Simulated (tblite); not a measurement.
`C/C(F)=C/C(F)(F)[SiH2]F`. Computed geometry: GFN2-xTB, gas phase.

```
atom  x, y, z in Å
C1     2.3890    0.8014   -0.0797
C2     1.0291    0.2626    0.1710
F3     0.4075    0.8632    1.2163
C4     0.3864   -0.6890   -0.4871
C5    -0.9906   -1.1433   -0.1202
F6    -1.4870   -1.9034   -1.1512
F7    -0.9205   -2.0315    0.9361
Si8   -2.2821    0.2475    0.3089
F9    -1.8030    1.5141   -0.5592
H10    2.3226    1.8711   -0.2757
H11    2.8472    0.3027   -0.9265
H12    3.0098    0.6635    0.8048
H13    0.8539   -1.1902   -1.3179
H14   -3.5563   -0.1608   -0.2504
H15   -2.2107    0.6002    1.7090
```

(1) Give the dihedral angles H13–C4–C5–F7, C1–C2–C4–H13, F3–C2–C4–C5.

(2) What is the longest distance between nuclei?

(3) Work out the bond lengths C1–H12, C2–F3, C4–C5, C5–F7, Si8–F9, Si8–H14 in Å.

(4) How far are the heavy atoms from their best plane (unweighted least squares)?

(5) How far apart are these pairs, which share no bond: C1···C5, C1···F9, C2···H11, C5···H14, F9···H12, F9···H13, H11···H15?

(6) What is the repulsion energy of the bare nuclei, Σ ZA·ZB/RAB?

(7) Write the matrix of distances between heavy atoms (Å, lower triangle).

Answers

(1) H13–C4–C5–F7 98° (anticlinal); C1–C2–C4–H13 1° (synperiplanar); F3–C2–C4–C5 -1° (synperiplanar). Dihedral signs follow IUPAC: positive where, seen along the central bond, the front bond turns clockwise onto the rear one.

(2) H12···H14, 6.70 Å; the next longest distance is 6.46 Å.

(3) For C1–H12 the difference vector is (0.6208, -0.1379, 0.8845) Å, of length 1.0894 Å. C1–H12 1.089; C2–F3 1.356; C4–C5 1.496; C5–F7 1.382; Si8–F9 1.609; Si8–H14 1.450 Å.

(4) 0.677 Å rms; C1 0.44, C2 0.02, F3 1.02, C4 0.54, C5 0.01, F6 0.93, F7 1.10, Si8 0.42, F9 0.59 Å (magnitudes).

(5) C1···C5 3.899 Å (3 bonds apart); C1···F9 4.279 Å (5 bonds apart); C2···H11 2.124 Å (2 bonds apart); C5···H14 2.750 Å (2 bonds apart); F9···H12 5.074 Å (6 bonds apart); F9···H13 3.866 Å (4 bonds apart); H11···H15 5.711 Å (6 bonds apart).

(6) 585.71 Eh over 105 pairs, with full nuclear charges and distances in bohr; the largest single term is 41.45 Eh (Si8 with F9).

(7) 
```
C1    0.000
C2    1.484  0.000
F3    2.368  1.356  0.000
C4    2.529  1.324  2.305  0.000
C5    3.899  2.478  2.787  1.496  0.000
F6    4.846  3.574  4.105  2.329  1.374  0.000
F7    4.473  3.106  3.197  2.353  1.382  2.167  0.000
Si8   4.720  3.314  2.905  2.938  1.946  2.719  2.728  0.000
F9    4.279  3.181  2.909  3.107  2.813  3.483  3.948  1.609  0.000
```

Its GFN2-xTB frequencies are all real (lowest 46 cm⁻¹). One conformer, not necessarily the lowest. 3 starts were optimised and ended at 0.00, 0.00 and 0.75 kcal/mol (GFN2-xTB); the lowest of these is shown.
